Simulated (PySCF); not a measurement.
# Rh⁺ (rhodium, charge +1) across methods

[Kr] 4d7 5s1, high-spin 5F determinant (an excited configuration). Calculation: PySCF 2.14, in aug-cc-pVDZ-PP with ECP28MDF (5s5p4d2f, 54 functions); a scalar-relativistic core potential.

```json
{"method": "LDA", "E (hartree)": "-109.5334", "mean ε 4d α (eV)": "-17.798", "mean ε 4d β (eV)": "-15.641", "mean ε 5s α (eV)": "-13.144", "Σ⟨r²⟩ (bohr²)": "38.46", "⟨S²⟩": "6.000"}
{"method": "UHF", "E (hartree)": "-109.10468", "mean ε 4d α (eV)": "-24.566", "mean ε 4d β (eV)": "-21.721", "mean ε 5s α (eV)": "-14.924", "Σ⟨r²⟩ (bohr²)": "38.57", "⟨S²⟩": "6.003"}
{"method": "r2SCAN0", "E (hartree)": "-109.7794", "mean ε 4d α (eV)": "-19.937", "mean ε 4d β (eV)": "-17.459", "mean ε 5s α (eV)": "-13.738", "Σ⟨r²⟩ (bohr²)": "38.09", "⟨S²⟩": "6.001"}
{"method": "PBE", "E (hartree)": "-109.7787", "mean ε 4d α (eV)": "-17.650", "mean ε 4d β (eV)": "-15.609", "mean ε 5s α (eV)": "-12.836", "Σ⟨r²⟩ (bohr²)": "38.35", "⟨S²⟩": "6.000"}
{"method": "BP86", "E (hartree)": "-109.8585", "mean ε 4d α (eV)": "-17.742", "mean ε 4d β (eV)": "-15.823", "mean ε 5s α (eV)": "-13.010", "Σ⟨r²⟩ (bohr²)": "38.31", "⟨S²⟩": "6.000"}
{"method": "wB97M-V", "E (hartree)": "-109.6902", "mean ε 4d α (eV)": "-21.943", "mean ε 4d β (eV)": "-19.905", "mean ε 5s α (eV)": "-15.244", "Σ⟨r²⟩ (bohr²)": "38.27", "⟨S²⟩": "6.001"}
{"method": "M06-2X", "E (hartree)": "-109.6744", "mean ε 4d α (eV)": "-21.516", "mean ε 4d β (eV)": "-19.331", "mean ε 5s α (eV)": "-14.152", "Σ⟨r²⟩ (bohr²)": "38.30", "⟨S²⟩": "6.004"}
{"method": "r2SCAN", "E (hartree)": "-109.8094", "mean ε 4d α (eV)": "-18.133", "mean ε 4d β (eV)": "-15.711", "mean ε 5s α (eV)": "-13.088", "Σ⟨r²⟩ (bohr²)": "38.11", "⟨S²⟩": "6.001"}
```

Q: Estimate the same row for PBE0.

A: E (hartree) = -109.7676; mean ε 4d α (eV) = -19.572; mean ε 4d β (eV) = -17.366; mean ε 5s α (eV) = -13.498; Σ⟨r²⟩ (bohr²) = 38.23; ⟨S²⟩ = 6.001.

Energies and moments cover only the electrons outside the core potential.
